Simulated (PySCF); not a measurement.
Work out the structure from these simulated measurements.

Formula: C2H6B2O4.

| Quantity | Value |
| --- | --- |
| 13C NMR | chemical shifts (computed TMS as zero) by class: 68.2 (2 C) ppm [GIAO CAM-B3LYP/pcSseg-1] |
| Rotational structure | rotational constants A, B, C: 4.492, 1.298, 1.020 GHz [PBE0-D3(BJ)/def2-SVP] |
| Dipole | 2.87 D [CAM-B3LYP/def2-SVPD] |
| NMR, other nuclei | isotropic shieldings of nuclei other than C and H, by class: 68 (1 B), 71 (1 B), 193 (2 O), 193 (2 O) ppm [GIAO CAM-B3LYP/pcSseg-1] |
| UV, first state | lowest singlet excitation: 6.85 eV (181 nm, f = 0.020) [TDDFT CAM-B3LYP/def2-SVPD] |
| UV, strongest line | among the 10 lowest singlet transitions: S4 at 8.05 eV (154 nm, f = 0.063) [TDDFT CAM-B3LYP/def2-SVPD] |
| Valence photoelectron | vertical ionisation energy: 10.57 eV [ΔSCF CAM-B3LYP/def2-SVPD] |

Gas-phase values; electronic properties from PySCF, density fitting. Levels stand in brackets. One conformer (not necessarily the lowest) at the PBE0-D3(BJ)/def2-SVP geometry, without solvent, vibrations or thermal averaging. NMR classes are plain means over equivalent atoms (diastereotopic ones count apart unless rotation or inversion swaps them), as if these changed places fast.

Problem. Propose a structure and show how it fits.

Solution. Numbering: `[OH:1][B:2]([OH:3])[B:4]1[O:5][CH2:6][CH2:7][O:8]1`. 2 carbons fall into 1 class: ring sp3 carbon bound to oxygen [C6/C7] (68.2 ppm, 2 C). The other shieldings belong to: 68 ppm, three-coordinate boron [B4]; 71 ppm, three-coordinate boron [B2]; 193 ppm, boron-bound oxygen [O5/O8]; 193 ppm, boron-bound oxygen [O1/O3]. The first electron is taken from the HOMO, whose largest Löwdin shares are 0.30 on a boron-bound oxygen, 0.28 on a boron-bound oxygen and 0.09 on each of 2 atoms of one kind (sp3 carbon bound to oxygen). By its constants the optimised geometry is an asymmetric top. Structure: `OB(O)B1OCCO1`. The assignments are read from this structure; whether some other isomer fits the data as well wasn't checked.

Conformer computed: `[OH:1][B:2]([OH:3])[B:4]1[O:5][CH2:6][CH2:7][O:8]1`: O1–B2–B4–O5 -2°, H–O1–B2–O3 180°, H–O3–B2–O1 0°.
